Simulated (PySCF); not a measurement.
## Heteronuclear NMR

Numbering as in the mapped SMILES `[F:1][C:2]([F:3])=[CH:4][CH2:5][CH:6]([F:7])[F:8]` (H(Xn): hydrogen on atom n).

Theoretical values (PySCF): structure optimised with GFN2-xTB, GIAO PBE0/pcSseg-1 shieldings. In vacuum, one conformer, non-relativistic Hamiltonian, fast rotation and ring inversion assumed for equivalent nuclei.

Where does ¹⁹F resonate?

Answers


| atoms | environment | σ (ppm) | δ (ppm) |
| --- | --- | --- | --- |
| F1 | vinylic fluorine | 252.3 | -81.6 |
| F3 | vinylic fluorine | 258.3 | -87.1 |
| F7/F8 | fluorine of a CF2 group | 306.2 | -115.7 |

Shieldings were converted by a linear fit to measured shifts: ¹⁹F: δ = 146.13 − 0.903σ +14.6 on sp3 carbon (rms 6.0 ppm, 223 shifts, 7.0 ppm with the 5 outliers that the fit left out vs CFCl3, solution or neat liquid). Occasional misses reach two or three times the rms, and more in compound classes unlike the fitted ones.

On a 600 MHz spectrometer ¹⁹F resonates near 564.6 MHz, so 1 ppm is 564.6 Hz.
